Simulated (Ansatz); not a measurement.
Mulliken charges of `O=CS[SiH2]O` from PBE/def2-TZVPP in Ansatz (PBE0-D4/def2-TZVP geometry).

| atom | x (Å) | y (Å) | z (Å) | charge (e) |
| --- | --- | --- | --- | --- |
| O1 | -1.058 | 0.276 | 1.337 | -0.275 |
| C2 | -0.485 | 1.292 | 1.038 | 0.141 |
| S3 | 0.712 | 1.440 | -0.241 | -0.159 |
| Si4 | 0.746 | -0.687 | -0.700 | 0.450 |
| O5 | -0.710 | -1.254 | -1.170 | -0.343 |
| H6 | -0.675 | 2.249 | 1.552 | 0.089 |
| H7 | 1.276 | -1.367 | 0.503 | -0.055 |
| H8 | 1.665 | -0.796 | -1.851 | -0.055 |
| H9 | -1.383 | -1.199 | -0.484 | 0.208 |

Task: By hand: the dipole of these point charges (1 e Å = 4.8032 D).

Result: Σ q r = (0.179, 0.068, 0.015) e Å, of length 0.192 e Å = 0.92 D.

Task: How does the dipole of the full density compare? (An estimate is asked.)

Result: The calculation gave: (0.070, 0.173, 0.100) e Å, 1.02 D; the point charges give 0.90 times that, at 51° from its direction.

Point charges leave out the atoms' own dipoles, such as those of lone pairs, and Mulliken's split depends on the basis, so the two needn't agree.
